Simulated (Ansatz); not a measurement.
`[SiH3]O[SiH2]Br` + CH₃OH → `CO[SiH2]O[SiH3]` + HBr at 400 K and 1 bar (ligand exchange at the Si–Br bond).

Computed with Ansatz on PBE0-D4/def2-TZVP structures; ΔE is electronic, products minus reactants. CCSD(T)/CBS is the MP2 limit (def2-TZVPP, def2-QZVPP) plus CCSD(T) − MP2 in def2-TZVPP, frozen cores. This one scheme is used for every species. For Br outer-core shells are correlated without core-valence functions, which leaves a few kJ/mol of doubt a bond. Scalar relativity is left out up to krypton. Each species was taken in one conformer, which may not be the lowest.

```
          species  CCSD(T)/CBS energy (Eh)  H − E (kJ/mol)  S (J/(mol·K))
`[SiH3]O[SiH2]Br`              -3229.78766           159.7          408.7
            CH₃OH               -115.61712           151.2          252.6
`CO[SiH2]O[SiH3]`               -771.48835           275.9          437.0
              HBr              -2573.91920            27.6          207.2
```

H − E and S are ideal-gas, rigid-rotor, harmonic terms from PBE0-D4/def2-TZVP, for one conformer and one mirror image of each species. 1 Eh = 2625.50 kJ/mol, R = 8.31446 J/(mol·K).

By hand: ΔE, ΔH, ΔS and ΔG.

ΔE = (-771.48835) + (-2573.91920) − (-3229.78766) − (-115.61712) = -0.00277 Eh = -7.3 kJ/mol. Δ(H − E) = 275.9 + 27.6 − 159.7 − 151.2 = -7.4, so ΔH = -14.7 kJ/mol. ΔS = 437.0 + 207.2 − 408.7 − 252.6 = -17.1 J/(mol·K). ΔG = -14.7 − 400 × (-17.1)/1000 = -7.9 kJ/mol.

By hand: the equilibrium constant, and the temperature at which ΔG would vanish if ΔH and ΔS stayed fixed.

log₁₀ K = −ΔG/(RT ln 10) = 1.0. ΔG = 0 at ΔH/ΔS = 860 K, though so small a ΔS makes that figure unsure.

TΔS isn't small against ΔH here. A doubt of 5 kJ/mol in ΔE shifts log₁₀ K by 0.7 here. Other conformers and mirror images would add mixing entropy, several J/(mol·K) or more a flexible species. Modes under 60 cm⁻¹, often nearly free rotors, make the harmonic entropy too high. These are equilibria of isolated gas molecules and say nothing of rates. Largest T1 diagnostic: 0.011 (customary marks: 0.02 for closed shells, 0.045 for open ones).
